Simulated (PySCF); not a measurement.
SMILES O=C=[SH+] (charge +1) (CAM-B3LYP/def2-SVP optimised geometry):

```
4

O      1.403    -0.720     0.000
C      0.284    -0.646     0.000
S     -1.374    -0.646     0.000
H     -1.403     0.720     0.000
```

Computed with CAM-B3LYP/def2-TZVP in PySCF.

### Question
What are the frontier orbital energies?

### Answer
HOMO-2 -22.70 eV, HOMO-1 -20.16 eV, HOMO -17.44 eV, LUMO -7.95 eV, LUMO+1 -6.93 eV.

Meta-Löwdin charges at CAM-B3LYP/def2-TZVP: O1 -0.01, C2 0.43, S3 0.38, H4 0.20.
